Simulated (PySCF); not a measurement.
C3H5 (SMILES C=[C]C), doublet, geometry from GFN2-xTB, with bond 4-1 at 3.0 times its length; HF/STO-3G (PySCF).

PySCF was given this input:
```python
from pyscf import gto, scf

mol = gto.M(
    atom='''
C     1.313529    0.256226   -0.021927
C     0.025909    0.374083   -0.010223
H     1.837879   -0.703925   -0.002493
H     3.284557    2.827628   -0.112850
C    -1.206401   -0.398851    0.024477
H    -1.008352   -1.478408    0.050837
H    -1.788968   -0.136455    0.908191
H    -1.809314   -0.183320   -0.858262
''',
    basis='sto-3g',
    charge=0,
    spin=1,
    verbose=4,
)

mf = scf.UHF(mol)
mf.kernel()
mo_i, mo_e, stable_i, stable_e = mf.stability(internal=True, external=True, return_status=True, nroots=6, tol=1e-6)
print('internally stable:', stable_i, ' externally stable:', stable_e)
if not stable_i:
    umf = mf.copy()
    umf.scf_summary = {}
    umf.kernel(umf.make_rdm1(mo_i, mf.mo_occ))
```

It wrote (shortened):

```
PySCF version 2.14.0

[INPUT] verbose = 4
[INPUT] num. atoms = 8
[INPUT] num. electrons = 23
[INPUT] charge = 0
[INPUT] spin (= nelec alpha-beta = 2S) = 1
[INPUT] symmetry False subgroup None
[INPUT] Mole.unit = angstrom
[INPUT] Symbol           X                Y                Z      unit          X                Y                Z       unit  Magmom
[...]
nuclear repulsion = 60.9569205441769
number of shells = 14
number of NR pGTOs = 60
number of NR cGTOs = 20
basis = sto-3g
ecp = {}

******** <class 'pyscf.scf.uhf.UHF'> ********
method = UHF
initial guess = minao
damping factor = 0
level_shift factor = 0
DIIS = <class 'pyscf.scf.diis.CDIIS'>
diis_start_cycle = 1
diis_space = 8
diis_damp = 0
SCF conv_tol = 1e-09
SCF conv_tol_grad = None
SCF max_cycles = 50
direct_scf = True
direct_scf_tol = 1e-13
number electrons alpha = 12  beta = 11
Set gradient conv threshold to 3.16228e-05
init E= -114.989471789454

cycle= 1 E= -114.744676148849  delta_E= 0.245  |g|= 0.229  |ddm|= 2.45
cycle= 2 E= -114.779430137177  delta_E= -0.0348  |g|= 0.192  |ddm|= 0.511
cycle= 3 E= -114.798866739815  delta_E= -0.0194  |g|= 0.047  |ddm|= 0.227
cycle= 4 E= -114.800890568186  delta_E= -0.00202  |g|= 0.00794  |ddm|= 0.0856
cycle= 5 E= -114.800965006468  delta_E= -7.44e-05  |g|= 0.00375  |ddm|= 0.014
cycle= 6 E= -114.801017303877  delta_E= -5.23e-05  |g|= 0.00399  |ddm|= 0.0114
cycle= 7 E= -114.800966733161  delta_E= 5.06e-05  |g|= 0.00305  |ddm|= 0.0119
cycle= 8 E= -114.80093600937  delta_E= 3.07e-05  |g|= 0.00145  |ddm|= 0.0203
cycle= 9 E= -114.800946747343  delta_E= -1.07e-05  |g|= 0.000693  |ddm|= 0.011
cycle= 10 E= -114.80094874952  delta_E= -2e-06  |g|= 0.000149  |ddm|= 0.00569
cycle= 11 E= -114.80094881398  delta_E= -6.45e-08  |g|= 6.52e-05  |ddm|= 0.000776
cycle= 12 E= -114.800948830042  delta_E= -1.61e-08  |g|= 5.7e-05  |ddm|= 0.000217
cycle= 13 E= -114.800948848873  delta_E= -1.88e-08  |g|= 5.46e-05  |ddm|= 0.000265
cycle= 14 E= -114.800948877277  delta_E= -2.84e-08  |g|= 5.28e-05  |ddm|= 0.00041
cycle= 15 E= -114.800948969536  delta_E= -9.23e-08  |g|= 4.78e-05  |ddm|= 0.00144
cycle= 16 E= -114.800949121499  delta_E= -1.52e-07  |g|= 4.06e-05  |ddm|= 0.00289
cycle= 17 E= -114.80094918467  delta_E= -6.32e-08  |g|= 4.25e-05  |ddm|= 0.00149
cycle= 18 E= -114.800949190289  delta_E= -5.62e-09  |g|= 4.06e-05  |ddm|= 0.000211
cycle= 19 E= -114.800949273177  delta_E= -8.29e-08  |g|= 1.92e-05  |ddm|= 0.00336
cycle= 20 E= -114.800949296261  delta_E= -2.31e-08  |g|= 8.03e-06  |ddm|= 0.00235
cycle= 21 E= -114.800949297391  delta_E= -1.13e-09  |g|= 2.42e-06  |ddm|= 0.000486
cycle= 22 E= -114.800949297435  delta_E= -4.47e-11  |g|= 9.32e-07  |ddm|= 7.79e-05
Extra cycle  E= -114.800949297437  delta_E= -1.19e-12  |g|= 5.96e-07  |ddm|= 1.63e-06
converged SCF energy = -114.800949297437  <S^2> = 0.75025264  2S+1 = 2.0002526
uhf_internal: lowest eigs of H = [-0.32626136 -0.10506704  0.01295628  0.20148972  0.22848151  0.46173608]
<class 'pyscf.scf.uhf.UHF'> wavefunction has an internal instability
uhf_real2complex: lowest eigs of H = [0.03251933 0.03258675 0.15986596 0.16003681 0.25575876 0.25616417]
<class 'pyscf.scf.uhf.UHF'> wavefunction is stable in the real -> complex stability analysis
uhf_external: lowest eigs of H = [-1.63147748e-01 -5.25172423e-02  5.16998400e-08  6.41770421e-03
  3.25646142e-02  1.59946244e-01]
<class 'pyscf.scf.uhf.UHF'> wavefunction has an UHF/UKS -> GHF/GKS instability
internally stable: False  externally stable: False

******** <class 'pyscf.scf.uhf.UHF'> ********
method = UHF
initial guess = minao
damping factor = 0
level_shift factor = 0
DIIS = <class 'pyscf.scf.diis.CDIIS'>
diis_start_cycle = 1
diis_space = 8
diis_damp = 0
SCF conv_tol = 1e-09
SCF conv_tol_grad = None
SCF max_cycles = 50
direct_scf = True
direct_scf_tol = 1e-13
number electrons alpha = 12  beta = 11
Set gradient conv threshold to 3.16228e-05
init E= -114.828135478279
cycle= 1 E= -114.854885917732  delta_E= -0.0268  |g|= 0.062  |ddm|= 0.264
cycle= 2 E= -114.860182463848  delta_E= -0.0053  |g|= 0.0295  |ddm|= 0.118
cycle= 3 E= -114.861586744821  delta_E= -0.0014  |g|= 0.0175  |ddm|= 0.0547
cycle= 4 E= -114.862493317651  delta_E= -0.000907  |g|= 0.00823  |ddm|= 0.0635
cycle= 5 E= -114.862771689813  delta_E= -0.000278  |g|= 0.00324  |ddm|= 0.0438
cycle= 6 E= -114.862807063835  delta_E= -3.54e-05  |g|= 0.00104  |ddm|= 0.0184
cycle= 7 E= -114.862808383445  delta_E= -1.32e-06  |g|= 0.000286  |ddm|= 0.00238
cycle= 8 E= -114.862808555462  delta_E= -1.72e-07  |g|= 7.84e-05  |ddm|= 0.00109
cycle= 9 E= -114.862808568063  delta_E= -1.26e-08  |g|= 2.97e-05  |ddm|= 0.000298
cycle= 10 E= -114.862808569481  delta_E= -1.42e-09  |g|= 8.8e-06  |ddm|= 8.79e-05
cycle= 11 E= -114.862808569634  delta_E= -1.53e-10  |g|= 3.72e-06  |ddm|= 2.78e-05
Extra cycle  E= -114.862808569653  delta_E= -1.9e-11  |g|= 2.27e-06  |ddm|= 6.5e-06
converged SCF energy = -114.862808569653  <S^2> = 1.9397704  2S+1 = 2.9595746
```
